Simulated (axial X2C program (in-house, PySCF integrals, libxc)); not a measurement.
# Spin–orbit effects down a group: molecules with I (ions), PBE0

Calculated with an in-house relativistic program for diatomic molecules, spin-free (one-electron X2C) or two-component (2c: spin–orbit coupling with atomic mean-field Coulomb and Gaunt terms, which also bring small scalar terms), in Dyall basis sets with cores contracted in-house; open shells are unrestricted.

Basis sets: C dyall-av3z, Ge dyall-acv3z, I dyall-acv3z, Si dyall-av3z.

```json
{"molecule": "CI⁻", "spin-free state": "M_S = 1, Λ = 0", "Re (Å)": "2.224", "ωe (cm⁻¹)": "402.6", "De (eV)": "1.70", "2c state": "Ω = 1", "Re 2c (Å)": "2.227", "ωe 2c (cm⁻¹)": "400.5", "De 2c (eV)": "1.71"}
{"molecule": "SiI⁻", "spin-free state": "M_S = 1, Λ = 0", "Re (Å)": "2.649", "ωe (cm⁻¹)": "247.9", "De (eV)": "1.70", "2c state": "Ω = 1", "Re 2c (Å)": "2.652", "ωe 2c (cm⁻¹)": "246.5", "De 2c (eV)": "1.70"}
{"molecule": "GeI⁻", "spin-free state": "M_S = 1, Λ = 0", "Re (Å)": "2.734", "ωe (cm⁻¹)": "164.7", "De (eV)": "1.55", "2c state": "Ω = 1", "Re 2c (Å)": "2.738", "ωe 2c (cm⁻¹)": "163.7", "De 2c (eV)": "n/a"}
```

Q: Work out the shifts from the spin-free to the two-component result.

A: 

```csv
molecule,2c state,ΔRe (Å),Δωe (cm⁻¹),ΔDe (eV)
CI⁻,Ω = 1,0.003,-2.1,0.01
SiI⁻,Ω = 1,0.003,-1.4,0.00
GeI⁻,Ω = 1,0.004,-1.0,n/a
```

Shifts of one unit in the last digit are rounding.

Fragments in 2c: I- + C, I- + Si, I- + Ge. Each entry is the lowest single determinant of a limited PBE0 search at one distance. De goes to single-determinant-based atoms at the same level (for ions the charge split of lowest energy) and is withheld (n/a) where an atom does not fit its ground term or J level. Main or longest-lived isotopes. One determinant is a doubtful description, or other states lie close, for CI⁻, SiI⁻, GeI⁻; these need not be ground states, and all values refer to the states named. Some open-shell Ω = 0 determinants are out of reach, so the Ω given for CI⁻, SiI⁻, GeI⁻ need not be the lowest component. With several unpaired electrons the Ω given is that of one determinant, not necessarily of the lowest component. Some light 2c atoms are not at their ground J level, so De misses part of their lowering (0.04 eV or less). The functionals have no current term, which raises determinants with orbital currents.
